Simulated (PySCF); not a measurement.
**Argon: a sound run and one with changed settings**

Sound run: Ar⁺ [Ne] 3s2 3p5, Ar²⁺ [Ne] 3s2 3p4. Calculation: PySCF 2.14, in aug-cc-pV(D+d)Z; no relativity, point nucleus. The sound run starts from symmetry-adapted Hartree-Fock orbitals and uses a fine grid where one is needed.

A second run was set up differently.

```csv
species,method,sound run (hartree),changed run (hartree),converged
Ar⁺,UHF,-526.26171,-526.26171,yes
Ar⁺,PBE,-526.74298,-526.74315,yes
Ar⁺,MN15,-526.85059,-526.84917,yes
Ar²⁺,UHF,-525.29165,-525.29165,yes
Ar²⁺,PBE,-525.72793,-525.72753,yes
Ar²⁺,MN15,-525.82780,-525.82551,yes
```

Ionisation energy of Ar⁺:

```json
{"method": "UHF", "sound run (eV)": "26.397", "changed run (eV)": "26.397"}
{"method": "PBE", "sound run (eV)": "27.621", "changed run (eV)": "27.636"}
{"method": "MN15", "sound run (eV)": "27.831", "changed run (eV)": "27.855"}
```

What was changed?
A. all electrons correlated in a valence basis
B. minimal basis
C. angular grid far too coarse
D. a valence shell is frozen

C. It used 14 angular points. A coarse angular grid integrates products of high-l functions wrongly, so density functionals can shift, and the SCF can exploit the error; Hartree-Fock and MP2 need no grid.
